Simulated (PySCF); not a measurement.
C2H8OS2Si (SMILES CO[Si](C)(S)S), singlet, geometry from GFN2-xTB; CASSCF(6,5)+NEVPT2/STO-3G (PySCF).

PySCF was given this input:
```python
from pyscf import gto, scf, mcscf, mrpt
import numpy

mol = gto.M(
    atom='''
C     2.25110933   -1.31852991   -0.26461574
O     1.41484791   -0.22047710   -0.51036526
Si   -0.16609210   -0.07638510   -0.20663171
C    -1.30321306   -1.28884079   -1.11748414
S    -0.45167210    1.96877394   -0.79550012
S    -0.55171370   -0.38893826    1.90955671
H     2.06769258   -2.10461340   -0.99895297
H     3.28071228   -0.97333890   -0.34984767
H     2.08022106   -1.71973069    0.73657761
H    -2.35053500   -1.07709566   -0.92495178
H    -1.11429467   -2.31085425   -0.80046362
H    -1.14434074   -1.23326677   -2.19098061
H    -1.70070635    2.04585456   -0.36060362
H     0.25455187    0.57310671    2.33268249
''',
    basis='sto-3g',
    verbose=4,
)

mf = scf.RHF(mol)
mf.kernel()
mc = mcscf.CASSCF(mf, 5, 6)
mc.fix_spin_(ss=0.0)
mc.kernel()
occ = numpy.linalg.eigvalsh(mc.fcisolver.make_rdm1(mc.ci, mc.ncas, mc.nelecas))[::-1]
ss = mc.fcisolver.spin_square(mc.ci, mc.ncas, mc.nelecas)[0]
print('natural occupations', occ.round(4), ' <S^2>', round(ss, 4))
e2 = mrpt.NEVPT(mc).kernel()
print('E(NEVPT2) = %.10f' % (mc.e_tot + e2))
```

What the program printed (banner, timings and long lists left out):

```
PySCF version 2.14.0

[INPUT] verbose = 4
[INPUT] num. atoms = 14
[INPUT] num. electrons = 74
[INPUT] charge = 0
[INPUT] spin (= nelec alpha-beta = 2S) = 0
[INPUT] symmetry False subgroup None
[INPUT] Mole.unit = angstrom
[INPUT] Symbol           X                Y                Z      unit          X                Y                Z       unit  Magmom
[...]
nuclear repulsion = 464.178989819342
number of shells = 32
number of NR pGTOs = 150
number of NR cGTOs = 50
basis = sto-3g
ecp = {}

******** <class 'pyscf.scf.hf.RHF'> ********
method = RHF
initial guess = minao
damping factor = 0
level_shift factor = 0
DIIS = <class 'pyscf.scf.diis.CDIIS'>
diis_start_cycle = 1
diis_space = 8
diis_damp = 0
SCF conv_tol = 1e-09
SCF conv_tol_grad = None
SCF max_cycles = 50
direct_scf = True
direct_scf_tol = 1e-13
Set gradient conv threshold to 3.16228e-05
Initial guess from minao.
init E= -1225.44578278176
[...]
cycle= 1 E= -1225.21559573911  delta_E= 0.23  |g|= 0.552  |ddm|= 4.43
[...]
cycle= 2 E= -1225.33829638457  delta_E= -0.123  |g|= 0.154  |ddm|= 1.09
[...]
cycle= 3 E= -1225.34621506624  delta_E= -0.00792  |g|= 0.0305  |ddm|= 0.249
[...]
cycle= 4 E= -1225.34673574933  delta_E= -0.000521  |g|= 0.00677  |ddm|= 0.0677
[...]
cycle= 5 E= -1225.34676702405  delta_E= -3.13e-05  |g|= 0.0015  |ddm|= 0.0194
[...]
cycle= 6 E= -1225.34676850261  delta_E= -1.48e-06  |g|= 0.000301  |ddm|= 0.0041
[...]
cycle= 7 E= -1225.34676856838  delta_E= -6.58e-08  |g|= 5.96e-05  |ddm|= 0.000933
[...]
cycle= 8 E= -1225.3467685709  delta_E= -2.52e-09  |g|= 1.97e-05  |ddm|= 0.000169
[...]
cycle= 9 E= -1225.34676857125  delta_E= -3.48e-10  |g|= 4.06e-06  |ddm|= 7.3e-05
[...]
Extra cycle  E= -1225.34676857126  delta_E= -1.48e-11  |g|= 1.75e-06  |ddm|= 1.02e-05
converged SCF energy = -1225.34676857126

******** <class 'pyscf.mcscf.mc1step.CASSCF'> ********
CAS (3e+3e, 5o), ncore = 34, nvir = 11
max_cycle_macro = 50
max_cycle_micro = 4
conv_tol = 1e-07
conv_tol_grad = None
orbital rotation max_stepsize = 0.02
orbital rotation threshold for CI restart = 0.01
augmented hessian ah_max_cycle = 30
augmented hessian ah_conv_tol = 1e-12
augmented hessian ah_linear dependence = 1e-14
augmented hessian ah_level shift = 1e-08
augmented hessian ah_start_tol = 2.5
augmented hessian ah_start_cycle = 3
augmented hessian ah_grad_trust_region = 3
kf_trust_region = 3
kf_interval = 4
ci_response_space = 4
ci_grad_trust_region = 3
with_dep4 0
natorb = False
canonicalization = True
sorting_mo_energy = False
ao2mo_level = 2
internal_rotation = False
******** <class 'pyscf.fci.addons.SpinPenaltyFCISolver'> ********
max. cycles = 50
conv_tol = 1e-08
davidson only = True
linear dependence = 1e-12
level shift = 0.001
max iter space = 12
nroots = 1
pspace_size = 400
spin = None
CASCI E = -1225.35284078117  S^2 = 0.0000000
Set conv_tol_grad to 0.000316228
macro iter   1 ( 21 JK    4 micro), CASSCF E = -1225.35736825028  dE = -4.52746912e-03  S^2 = 0.0000000
               |grad[o]|=0.012  |grad[c]|=0.0621  |ddm|=0.0233  |maxRot[o]|=0.155
macro iter   2 ( 21 JK    4 micro), CASSCF E = -1225.35982748626  dE = -2.45923598e-03  S^2 = 0.0000000
               |grad[o]|=0.0107  |grad[c]|=0.0563  |ddm|=0.0207  |maxRot[o]|=0.144
macro iter   3 ( 21 JK    4 micro), CASSCF E = -1225.36551914990  dE = -5.69166364e-03  S^2 = 0.0000000
               |grad[o]|=0.0112  |grad[c]|=0.0368  |ddm|=0.0254  |maxRot[o]|=0.185
macro iter   4 ( 21 JK    4 micro), CASSCF E = -1225.36930189253  dE = -3.78274263e-03  S^2 = 0.0000000
               |grad[o]|=0.014  |grad[c]|=0.0167  |ddm|=0.00632  |maxRot[o]|=0.129
macro iter   5 ( 21 JK    4 micro), CASSCF E = -1225.37077575928  dE = -1.47386676e-03  S^2 = 0.0000000
               |grad[o]|= 0.01  |grad[c]|=0.013  |ddm|=0.00606  |maxRot[o]|= 0.14
macro iter   6 (  7 JK    2 micro), CASSCF E = -1225.37187892974  dE = -1.10317046e-03  S^2 = 0.0000000
               |grad[o]|=0.00797  |grad[c]|=0.00332  |ddm|=0.00639  |maxRot[o]|=0.0645
[...]
CASSCF energy = -1225.37337073074
CASCI E = -1225.37337073074  E(CI) = -6.77192516670311  S^2 = 0.0000000
[...]
0 C 1s           0.00007  -0.00020  -0.00038  -0.00021   0.00066
0 C 2s          -0.00390   0.01864   0.02225   0.01805  -0.03252
0 C 2px          0.01657  -0.02508  -0.02340  -0.02659   0.03954
0 C 2py         -0.01989   0.03137   0.02161   0.02825  -0.03976
0 C 2pz          0.00337  -0.01819   0.00856  -0.01119  -0.00226
1 O 1s          -0.00020   0.00099   0.00031   0.00108  -0.00037
1 O 2s          -0.01232  -0.06342  -0.02504  -0.05485   0.03775
1 O 2px         -0.10160   0.07600  -0.01897   0.05586   0.03473
1 O 2py         -0.00787  -0.01655  -0.02357  -0.03256   0.04874
1 O 2pz          0.17114  -0.08758   0.07672  -0.09902  -0.12602
2 Si 1s          0.00062   0.00027   0.00002   0.00108  -0.00007
2 Si 2s         -0.01174  -0.00181  -0.00058  -0.00611   0.00049
2 Si 3s          0.13175   0.46012  -0.00153   0.48209  -0.02307
2 Si 2px         0.00642   0.00640   0.00058   0.00475  -0.00060
2 Si 2py        -0.00138  -0.01426  -0.01550  -0.00953   0.01501
2 Si 2pz        -0.04598  -0.00981   0.01803  -0.00908  -0.01747
2 Si 3px        -0.01787  -0.13957  -0.01640  -0.14607   0.05893
2 Si 3py        -0.07173   0.35152   0.34617   0.32109  -0.49728
2 Si 3pz         0.06760   0.26756  -0.43279   0.31072   0.59640
3 C 1s          -0.00077   0.00087  -0.00011   0.00106  -0.00019
3 C 2s           0.07337  -0.07247   0.00727  -0.06277   0.01302
3 C 2px          0.10225  -0.07297   0.00885  -0.06137   0.00946
3 C 2py          0.13328  -0.08243   0.00980  -0.08504   0.02639
3 C 2pz          0.12946  -0.06299   0.00979  -0.06457  -0.00369
4 S 1s          -0.00042  -0.00010   0.00001  -0.00037   0.00038
4 S 2s           0.00361  -0.00051  -0.00171   0.00553  -0.00555
4 S 3s          -0.25993  -0.03749  -0.00195  -0.11729   0.13444
4 S 2px         -0.00071  -0.00115  -0.00128   0.00214  -0.00234
4 S 2py         -0.00892   0.01171   0.01294  -0.01254   0.01246
4 S 2pz         -0.01231  -0.00274  -0.00476   0.00540  -0.00096
4 S 3px          0.08561   0.02414   0.04190  -0.09616   0.08499
4 S 3py          0.22646  -0.50665  -0.53230   0.43328  -0.41276
4 S 3pz          0.80664   0.14179   0.17932  -0.17987   0.02564
5 S 1s          -0.00027  -0.00008  -0.00003  -0.00039  -0.00036
5 S 2s           0.00293  -0.00048   0.00182   0.00575   0.00519
5 S 3s          -0.16311  -0.02481  -0.01310  -0.12441  -0.12735
5 S 2px          0.00387  -0.00240   0.00258   0.00144   0.00264
5 S 2py         -0.00326  -0.00146   0.00319   0.00315  -0.00054
5 S 2pz         -0.00663   0.01066  -0.01383  -0.01386  -0.01121
5 S 3px         -0.13429   0.11243  -0.12089  -0.03346  -0.08505
5 S 3py          0.20303   0.10173  -0.12145  -0.09266   0.02234
5 S 3pz          0.02798  -0.47085   0.57466   0.48580   0.37143
6 H 1s           0.01809  -0.00819   0.00410  -0.01418  -0.00817
7 H 1s           0.01904  -0.01154  -0.00272  -0.01015   0.00481
8 H 1s          -0.02745   0.01281  -0.01047   0.01448   0.01823
9 H 1s          -0.00237  -0.01001  -0.00062  -0.01848   0.00284
10 H 1s         -0.03059   0.01970   0.02547   0.02593  -0.06384
11 H 1s         -0.05283   0.01948  -0.02956   0.02800   0.05492
12 H 1s          0.09935  -0.05750  -0.04086  -0.02643   0.01722
13 H 1s          0.02383  -0.05520   0.04391  -0.02383  -0.00373
<CAS-nat-orb|mo-hf>  35     36      -0.65598907
<CAS-nat-orb|mo-hf>  35     37       0.48210451
<CAS-nat-orb|mo-hf>  36     32       0.41878596
<CAS-nat-orb|mo-hf>  36     34      -0.46396186
<CAS-nat-orb|mo-hf>  37     35       0.70817533
<CAS-nat-orb|mo-hf>  37     37       0.41459670
<CAS-nat-orb|mo-hf>  38     38       0.98140659
<CAS-nat-orb|mo-hf>  39     39       0.97504571
Sr    (-1)',   E = -0.00062746691173
Si    (+1)',   E = -0.00125135989177
Sijrs (0)  ,   E = -0.16186719897006
Sijr  (+1) ,   E = -0.01231651650680
Srsi  (-1) ,   E = -0.00864164763746
Srs   (-2) ,   E = -0.00127932247456
Sij   (+2) ,   E = -0.00251216751961
Sir   (0)' ,   E = -0.01227594950754
Nevpt2 Energy = -0.200771629419529
E(NEVPT2) = -1225.5741423602
```
